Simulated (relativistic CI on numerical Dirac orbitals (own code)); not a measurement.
Line list: Electric-dipole lines, Mo⁸⁺

Computed by Dirac-Coulomb-Breit CI, orbitals from a KLI potential per configuration, model QED (radiative potential, 1s self-energy scaled to tabulated hydrogen-like ionisation energies), unscaled Slater integrals (own radial code, finite nucleus).

Configurations in the expansion (outside the closed core [Ar] 3d10): 4s2 4p4, 4s 4p5, 4p6, 4s2 4p3 4d, 4s 4p4 4d, 4s2 4p3 4f, 4s 4p4 4f, 4s2 4p3 5s, 4p5 4d, 4s2 4p3 5p, 4s 4p3 4d2, 4s2 4p2 4d 5p, 4p4 4d2, 4p3 4d3, 4p3 4d2 4f, 4p3 4d2 5s. Double excitations out of closed p, d and f shells are left out; levels of such configurations are missing from the list, as are those of other unlisted configurations, and high levels can miss mixing partners. These lack a partner that the ground configuration has and come out too high: 4s2 4p3 5p.

| λ vac (Å) | Lower | Upper | A (s⁻¹) | log gf | S velocity/length |
| --- | --- | --- | --- | --- | --- |
| 170.26 | 4s2 4p4 3P_2 [1] | 4s2 4p3 5s 3S°_1 [62] | 6.52e+10 | -0.07 | 0.86 |
| 170.81 | 4s2 4p4 1D_2 [4] | 4s2 4p3 5s 1D°_2 [79] | 5.82e+10 | 0.11 | 0.86 |
| 185.30 | 4s 4p5 1P°_1 [9] | 4s 4p4 4d 1D_2 [191] | 7.25e+10 | 0.27 | 0.74 |
| 206.95 | 4s 4p5 3P°_2 [6] | 4s 4p4 4d 3P_2 [125] | 4.43e+10 | 0.15 | 0.69 |
| 212.70 | 4s 4p5 3P°_1 [7] | 4s 4p4 4d 3P_2 [125] | 8.23e+10 | 0.45 | 0.73 |
| 213.60 | 4s 4p5 3P°_2 [6] | 4s 4p4 4d 3D_2 [111] | 7.35e+10 | 0.40 | 0.75 |
| 214.51 | 4s 4p5 3P°_2 [6] | 4s 4p4 4d 3D_3 [109] | 1.04e+11 | 0.70 | 0.80 |
| 214.73 | 4s 4p5 3P°_0 [8] | 4s 4p4 4d 3P_1 [129] | 1.14e+11 | 0.37 | 0.74 |
| 216.75 | 4s 4p5 3P°_1 [7] | 4s 4p4 4d 3D_1 [114] | 6.96e+10 | 0.17 | 0.76 |
| 218.48 | 4s 4p5 3P°_2 [6] | 4s 4p4 4d 3D_3 [104] | 5.39e+10 | 0.43 | 0.77 |
| 219.72 | 4s 4p5 3P°_1 [7] | 4s 4p4 4d 3D_2 [111] | 6.86e+10 | 0.39 | 0.79 |
| 220.02 | 4s2 4p4 3P_2 [1] | 4s2 4p3 4d 3D°_2 [43] | 4.34e+10 | 0.20 | 0.69 |
| 221.31 | 4s2 4p4 3P_1 [3] | 4s2 4p3 4d 1D°_2 [45] | 2.87e+10 | 0.02 | 0.74 |
| 225.12 | 4s2 4p4 1D_2 [4] | 4s2 4p3 4d 1F°_3 [46] | 2.41e+11 | 1.11 | 0.78 |
| 225.58 | 4s2 4p4 3P_2 [1] | 4s2 4p3 4d 3D°_3 [42] | 2.23e+11 | 1.08 | 0.74 |
| 226.05 | 4s2 4p4 3P_0 [2] | 4s2 4p3 4d 3D°_1 [44] | 1.18e+11 | 0.43 | 0.73 |
| 226.99 | 4s2 4p4 3P_1 [3] | 4s2 4p3 4d 3D°_1 [44] | 9.94e+10 | 0.36 | 0.72 |
| 228.18 | 4s 4p5 3P°_2 [6] | 4s 4p4 4d 3S_1 [91] | 6.78e+10 | 0.20 | 0.87 |
| 229.78 | 4s 4p5 1P°_1 [9] | 4s2 4p3 4f 1P_1 [136] | 8.39e+10 | 0.30 | 0.74 |
| 229.98 | 4s2 4p4 1D_2 [4] | 4s2 4p3 4d 1D°_2 [45] | 1.61e+11 | 0.80 | 0.60 |
| 230.23 | 4s2 4p4 3P_1 [3] | 4s2 4p3 4d 3D°_2 [43] | 1.54e+11 | 0.79 | 0.73 |
| 231.04 | 4s2 4p4 3P_2 [1] | 4s2 4p3 4d 3S°_1 [39] | 9.24e+10 | 0.35 | 0.61 |
| 234.22 | 4s2 4p4 1S_0 [5] | 4s2 4p3 4d 1P°_1 [48] | 1.95e+11 | 0.68 | 0.66 |
| 235.94 | 4s2 4p4 3P_2 [1] | 4s2 4p3 4d 3P°_2 [37] | 1.44e+11 | 0.78 | 0.75 |
| 236.16 | 4s2 4p4 3P_0 [2] | 4s2 4p3 4d 3S°_1 [41] | 6.89e+10 | 0.24 | 0.67 |
| 237.18 | 4s2 4p4 3P_1 [3] | 4s2 4p3 4d 3S°_1 [41] | 7.68e+10 | 0.29 | 0.64 |
| 237.40 | 4s2 4p4 3P_1 [3] | 4s2 4p3 4d 3P°_0 [40] | 1.86e+11 | 0.20 | 0.77 |
| 237.42 | 4s2 4p4 3P_2 [1] | 4s2 4p3 4d 1P°_1 [36] | 7.24e+10 | 0.26 | 0.75 |
| 252.75 | 4s2 4p4 1D_2 [4] | 4s2 4p3 4d 3S°_1 [39] | 6.53e+10 | 0.27 | 0.71 |
| 254.11 | 4s2 4p3 4d 3D°_2 [15] | 4s2 4p3 4f 3F_3 [135] | 6.76e+10 | 0.66 | 0.79 |
| 255.15 | 4s2 4p3 4d 3F°_2 [18] | 4s2 4p3 4f 3G_3 [145] | 6.04e+10 | 0.62 | 0.84 |
| 256.61 | 4s2 4p3 4d 5D°_1 [11] | 4s2 4p3 4f 5F_2 [121] | 4.09e+10 | 0.30 | 0.81 |
| 256.90 | 4s2 4p3 4d 5D°_2 [12] | 4s2 4p3 4f 5F_3 [120] | 5.98e+10 | 0.62 | 0.82 |
| 257.37 | 4s2 4p3 4d 3F°_4 [21] | 4s2 4p3 4f 3G_5 [151] | 4.85e+10 | 0.72 | 0.85 |
| 257.84 | 4s2 4p3 4d 3F°_3 [20] | 4s2 4p3 4f 3G_4 [143] | 3.37e+10 | 0.48 | 0.86 |
| 258.22 | 4s2 4p3 4d 5D°_3 [13] | 4s2 4p3 4f 5F_4 [119] | 7.83e+10 | 0.85 | 0.82 |
| 259.48 | 4s2 4p3 4d 3D°_3 [16] | 4s2 4p3 4f 3F_4 [134] | 3.60e+10 | 0.51 | 0.81 |
| 260.40 | 4s2 4p4 1D_2 [4] | 4s2 4p3 4d 1P°_1 [36] | 5.11e+10 | 0.19 | 0.81 |
| 260.54 | 4s2 4p3 4d 5D°_4 [14] | 4s2 4p3 4f 5F_5 [116] | 9.73e+10 | 1.04 | 0.82 |
| 266.24 | 4s2 4p3 4d 3F°_3 [31] | 4s2 4p3 4f 3G_4 [164] | 5.15e+10 | 0.69 | 0.88 |
| 268.23 | 4s2 4p3 4d 3F°_4 [33] | 4s2 4p3 4f 3G_5 [167] | 7.42e+10 | 0.94 | 0.91 |
| 271.29 | 4s2 4p3 4d 3G°_5 [24] | 4s2 4p3 4f 3H_6 [144] | 6.62e+10 | 0.98 | 0.98 |
| 271.35 | 4s2 4p3 4d 1G°_4 [25] | 4s2 4p3 4f 1H_5 [149] | 6.12e+10 | 0.87 | 0.99 |
| 271.97 | 4s2 4p3 4d 3G°_4 [23] | 4s2 4p3 4f 3H_5 [139] | 4.08e+10 | 0.70 | 0.97 |
| 273.30 | 4s2 4p3 4d 1F°_3 [38] | 4s2 4p3 4f 3F_4 [175] | 6.05e+10 | 0.78 | 0.86 |

Terms are leading LS components. Brackets give the number of a level in order of energy, since labels repeat. The list gives strong lines, with weight on those to low levels, among the lowest 200 of 2961 levels, so that lines to higher ones, which can be the strongest, are missing. Levels whose partners in the same complex of configurations lie outside the list can be far off, and so can their lines. Rates are taken at the computed energies, electric ones in the length gauge. A velocity-to-length ratio far from 1 marks an uncertain rate.

At this charge configurations can still be misplaced by up to about 7 % of their energy.

LS names give the leading component of a level, which can be under half, so a name can repeat, a term be missing and a line seem to break the LS rules.
